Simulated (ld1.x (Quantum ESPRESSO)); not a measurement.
# platinum (Pt): one change to a TM potential, before and after

* Element: platinum
* Generator: ld1.x (Quantum ESPRESSO) 7.5
* Type: norm-conserving Troullier–Martins (Kleinman–Bylander form)
* Functional: LDA (PZ)
* Relativity: scalar-relativistic
* Frozen core: [Xe] 4f14
* Valence charge: 10
* Reference configuration: 5d9 6s0 6p0 (charge +1)
* Partial waves: 6s (bound, empty): rc 1.85 bohr; 5d (bound): rc 1.65 bohr; 6p (bound, empty): rc 3.05 bohr
* Local potential: the p channel
* Core correction: none

Change: local potential the d channel.

Cutoffs: the cutoffs (Ry, on a coarse ladder) from which the occupation-weighted sum of valence levels, in a spherical-Bessel basis at the reference potential, stays within 10 and 1 mRy of its value at 400 Ry; they do not see the model core or the augmentation charge, which bear on the density cutoff. Errors are all-electron minus pseudo energies relative to the spin-unpolarised reference configuration.

**Question.** What does the change do?

**Answer.** The potential gets softer (40 Ry and 60 Ry → 40 Ry and 50 Ry); a bound ghost appears in p, s, which as a rule spoils a file; of the 9 tests that both files solve, the error grows in 2 and shrinks in 5 by more than 15 % and 0.3 meV (median size 80.9 → 22.2 meV); the range in which the d phases agree widens (upper end 0.0 → 4.8). In the separable form a ghost depends on how the local part lies against the semilocal potential of the channel, so the choice of the local part can create or remove one.

| quantity | base | changed |
| --- | --- | --- |
| cutoff, loose | 40 Ry | 40 Ry |
| cutoff, tight | 60 Ry | 50 Ry |
| bound ghosts | none | s, p |
| error for 5d9 6s1 6p0, meV [ΔE -9.54 eV] | +5.4 | +7.2 |
| error for 5d8 6s0 6p0, meV [ΔE 20.26 eV] | -106 | -11 |
| error for 5d7 6s0 6p0, meV [ΔE 52.77 eV] | -481 | -68 |
| error for 5d9.5 6s0.5 6p0, meV [ΔE -9.63 eV] | -12 | +6.8 |
| error for 5d8 6s1 6p0, meV [ΔE 1.87 eV] | -65 | -22 |
| error for 5d8 6s1 6p1, meV [ΔE -2.95 eV] | -88 | -45 |
| error for 5d9 6s0.5 6p0, meV [ΔE -5.68 eV] | +2.6 | +3.3 |
| error for 5d9 6s0 6p0 (spin-polarised), meV [ΔE -0.13 eV] | +81 | +83 |
| error for 5d9 6s1 6p0 (spin-polarised), meV [ΔE -9.92 eV] | +109 | +111 |
| s: phases at 3.32 bohr within 0.05 rad from the reference energy up to (Ry; the scan ends near 5) | 0.7 | 1.4 |
| p: phases at 3.32 bohr within 0.05 rad from the reference energy up to (Ry; the scan ends near 5) | 1.7 | n/a |
| d: phases at 3.32 bohr within 0.05 rad from the reference energy up to (Ry; the scan ends near 5) | 0.0 | 4.8 |

Changed file: These tests converged, but a pseudo level misses the all-electron one widely, so the file describes the atom poorly there or has found another state: 5d8 6s0 6p0: empty 6p by 2.8 eV (a node warning on the way). A true bound ghost makes a file unfit for plane-wave use even where its test errors are small: the radial tests pick states by their node count and pass the ghost by.
